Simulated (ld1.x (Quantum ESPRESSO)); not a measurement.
# Configuration tests for nitrogen (TM)

* Element: N
* Generator: ld1.x (Quantum ESPRESSO) 7.5
* Type: norm-conserving Troullier–Martins (Kleinman–Bylander form)
* Functional: PBE
* Relativity: scalar-relativistic
* Frozen core: [He]
* Valence charge: 5
* Reference configuration: 2s2 2p2 (charge +1)
* Partial waves: 2s (bound): rc 0.75 bohr; 2p (bound): rc 1.20 bohr; 3d channel at 0.05 Ry: rc 1.20 bohr
* Local potential: all-electron potential smoothed inside 0.70 bohr (lloc = -1)
* Core correction: none

Energies are relative to the spin-unpolarised reference configuration 2s2 2p2; without spin polarisation the order of configurations can differ from experiment. The frozen-core shift is the all-electron ΔE with the core orbitals held at their reference shape minus the fully relaxed ΔE.

```tsv
valence configuration	charge	ΔE all-electron (eV)	error AE − PS (meV)	frozen-core shift (meV)
2s2 2p1	+2	28.854	+39	+1.0
2s2 2p0	+3	75.936	+335	+7.9
2s2 2p2.5	+0.5	-8.498	+3.2	0.0
2s1 2p4	0	-2.084	+35	+0.5
2s1 2p0	+4	153.755	+654	+29
```

(1) What are ΔE and the potential's error for 2s2 2p3.3?

(2) What are ΔE and the potential's error for 2s2 2p3?

Results:

(1) ΔE = -15.210 eV all-electron; the error (AE − PS) is +9.5 meV.

(2) ΔE = -13.591 eV all-electron; the error (AE − PS) is +7.7 meV.
